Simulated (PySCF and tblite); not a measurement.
Results of a calculation; reference values are marked as such.
System: C8H9N, numbered as in [cH:1]1[cH:2][cH:3][c:4]([N:5]2[CH2:6][CH2:7]2)[cH:8][cH:9]1.

Geometries: GFN2-xTB; energies: revPBE/pcSseg-1 + D3(BJ); zero-point and thermal terms from GFN2-xTB harmonic modes (soft modes blended into free rotors). Rate constants are transition-state-theory values, counting equivalent paths, without tunnelling. Programs: tblite and PySCF.

(1) What barrier does the pyramidal inversion at N5 meet, and how fast is it at 298 K?

Results:

(1) The electronic barrier is 8.5 kcal/mol and ΔG‡(298 K) 8.1 kcal/mol, over a C2v saddle with an imaginary mode of 240i cm⁻¹ (GFN2-xTB). With 1 equivalent path, k is 7.8×10⁶ s⁻¹, a mean lifetime of the start of 130 ns against this motion.
